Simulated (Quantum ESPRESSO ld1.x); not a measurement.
Values are calculated unless marked as measured or tabulated.
The germanium ion Ge3+, configuration [Ar] 3d(up 5, down 4) 4s2 (not the ground configuration). Code: ld1.x of Quantum ESPRESSO 7.5. Model: scalar-relativistic Kohn-Sham, LDA (Slater exchange, VWN5 correlation), spin-polarised, spherical densities, point nucleus. Some entries of the table are withheld. Estimate them.

| orbital | occ. | eigenvalue (eV) | <r> (bohr) | <r^2> (bohr^2) |
|---|---|---|---|---|
| 1s up | 1 | -10987.5 | 0.04707 | 0.002981 |
| 1s down | 1 | -10987.5 | 0.04707 | 0.002981 |
| 2s up | 1 | -1416.84 | 0.2104 | 0.05222 |
| 2s down | 1 | -1415.96 | 0.2104 | 0.05219 |
| 2p up | 3 | -1245.30 | 0.1839 | 0.04145 |
| 2p down | 3 | -1244.63 | 0.1838 | 0.04141 |
| 3s up | 1 | -212.931 | 0.6203 | 0.4434 |
| 3s down | 1 | -211.568 | 0.6210 | 0.4444 |
| 3p up | 3 | -160.323 | 0.6393 | 0.4801 |
| 3p down | 3 | -158.987 | 0.6404 | 0.4818 |
| 3d up | 5 | (1) | 0.6945 | 0.6043 |
| 3d down | 4 | (2) | 0.6984 | 0.6123 |
| 4s up | 1 | -43.8984 | 1.775 | 3.561 |
| 4s down | 1 | -43.6444 | 1.782 | 3.591 |

Answer. 
(1) 3d up eigenvalue (eV): -73.7465
(2) 3d down eigenvalue (eV): -72.4350
